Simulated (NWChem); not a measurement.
## Atomisation of C₃H₃N₂

```xyz
8

C     -0.6172     1.0365     0.0000
C     -1.1630    -0.2211     0.0000
N     -0.0537    -1.0422     0.0000
C      1.0464    -0.2475     0.0000
N      0.7080     1.0268     0.0000
H     -2.1807    -0.5994     0.0000
H     -0.0582    -2.0549     0.0000
H      2.0613    -0.6449     0.0000
```
Charge 0, spin multiplicity 2.

All runs are NWChem calculations. All single points use one geometry, from UPBE0/def2-SVP, a minimum by its harmonic frequencies.

Basis set: def2-TZVP. The atomisation energy is electronic alone: no zero-point, thermal, spin-orbit or counterpoise terms. No value is extrapolated to the basis-set limit. Free atoms are single determinants with multiplicities C 3, N 4, H 2. Correlated methods freeze the same cores in atoms and molecule, 5 orbitals in all.

Costs are rough ratios of processor time within this set of runs, SCF included, with LDA (SVWN5) as 1. Costs are the molecule's.

B3LYP has NWChem's definition, with VWN1-RPA local correlation. GW and range-separated runs recompute their integrals, the others keep them in memory, which bears on the times. The structure started from a generated list of species. The unpaired electrons of the parent sit in orbitals of symmetry a' (Cs labels of the run); other states weren't searched. The stability of the SCF solutions was not checked. Open-shell Hartree-Fock references start from PBE0 orbitals; any time given for them includes that run.

```json
[
 {"method": "LDA (SVWN5)", "atomisation energy (kcal/mol)": "993.5", "relative cost": "1", "remark": "-"},
 {"method": "B3LYP", "atomisation energy (kcal/mol)": "827.2", "relative cost": "under 3", "remark": "-"},
 {"method": "BHandHLYP", "atomisation energy (kcal/mol)": "785.2", "relative cost": "under 3", "remark": "-"},
 {"method": "PBE", "atomisation energy (kcal/mol)": "874.5", "relative cost": "under 3", "remark": "-"},
 {"method": "PBE0", "atomisation energy (kcal/mol)": "[?]", "relative cost": "under 3", "remark": "-"},
 {"method": "M06-2X", "atomisation energy (kcal/mol)": "[?]", "relative cost": "under 3", "remark": "-"},
 {"method": "HF", "atomisation energy (kcal/mol)": "540.5", "relative cost": "9", "remark": "spin-contaminated"},
 {"method": "MP2", "atomisation energy (kcal/mol)": "811.4", "relative cost": "10", "remark": "spin-contaminated"},
 {"method": "LC-wPBE (omega 0.3 per bohr)", "atomisation energy (kcal/mol)": "[?]", "relative cost": "20", "remark": "-"}
]
```

### Question
Fill in the missing entries.

### Answer

- PBE0, atomisation energy (kcal/mol): 843.3
- M06-2X, atomisation energy (kcal/mol): 830.1
- LC-wPBE (omega 0.3 per bohr), atomisation energy (kcal/mol): 854.7
